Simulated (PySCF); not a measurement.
Atoms are numbered as in `[O:1]=[C:2]([F:3])[c:4]1[cH:5][cH:6][c:7]([Cl:8])[cH:9][cH:10]1`. Hydrogens are named by the atom that carries them.

- GFN2-xTB geometry
- shielding tensors at PBE0/pcSseg-1 (GIAO)
- code: PySCF 2.14
- gas phase, one conformer, one averaged value for each set of equivalent atoms, no relativistic terms

**Question.** List the cross peaks expected in HSQC, COSY and HMBC spectra.

**Answer.** 

HSQC (one-bond C–H):
| δH | δC |
| --- | --- |
| 8.45 (H(C5)/H(C10)) | 140.4 (C5/C10) |
| 7.77 (H(C6)/H(C9)) | 135.5 (C6/C9) |

COSY cross peaks (H two or three bonds apart, from the bond graph; peaks can be absent where the dihedral angle is near 90°):
| δH | δH |
| --- | --- |
| 8.45 (H(C5)/H(C10)) | 7.77 (H(C6)/H(C9)) |

HMBC (two and three bonds, from the bond graph):
| δH | δC |
| --- | --- |
| 8.45 (H(C5)/H(C10)) | 165.1 (C2), 155.0 (C7), 140.4 (C5/C10), 135.5 (C6/C9), 127.7 (C4) |
| 7.77 (H(C6)/H(C9)) | 155.0 (C7), 140.4 (C5/C10), 135.5 (C6/C9), 127.7 (C4) |

Referencing at the same level of theory: 1H (σref 31.72) and 13C (σref 186.93) vs TMS.

Carbons that carry Cl, above all several Cl atoms, come out too deshielded, partly because spin–orbit coupling is missing. Shifts are as computed. Against solution values, carbons near 30 ppm lie about +3 ppm off and those near 130 ppm about +5 ppm; carbons on Cl a further +6 ppm. Of 1211 compounds with measured shifts, 218 miss one by over three times the rms of a fit or turn the order of signals round; such compounds aren't used in these exercises.
